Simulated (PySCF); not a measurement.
Trend along the second period: MBe molecules

PBE0 with triple-zeta basis sets in PySCF, for the lowest determinant that a PBE0 search found; no spin–orbit coupling. De refers to high-spin ground-configuration atoms. A positive dipole means M(−)Be(+).

```tsv
M	basis	state (unpaired electrons)	Re (Å)	ωe (cm⁻¹)	De (eV)	μ (D)
Li	cc-pVTZ	doublet (σ ↑)	2.582	345	0.51	-2.85
Be	def2-TZVPP	singlet (closed shell)	2.517	295	0.28	n/a
N	def2-TZVPP	quartet (σ ↑, π ↑↑)	1.605	944	2.01	1.32
O	x2c-TZVPPall	singlet (closed shell)	1.324	1547	4.42	6.25
F	x2c-TZVPPall	doublet (σ ↑)	1.370	1236	5.91	1.18
```

The shortest bond is that of BeO (1.324 Å), the longest that of LiBe (2.582 Å). BeF is bound most strongly (5.91 eV) and Be2 least (0.28 eV).

The rows differ in basis set, which adds steps of its own.

The state changes along the series, so neighbouring rows are not always alike in their bonding.

Closed-shell solutions of metal pairs were not tested for spin polarisation, which can lower them a little. Weak bonds: Be2. Basis-set superposition, not corrected here, can be much of De in a small basis, most of all at correlated wavefunction levels. Functionals without a dispersion term scatter widely for such bonds, and LDA overbinds them. States were picked by a PBE0 search and need not be the measured ground states.
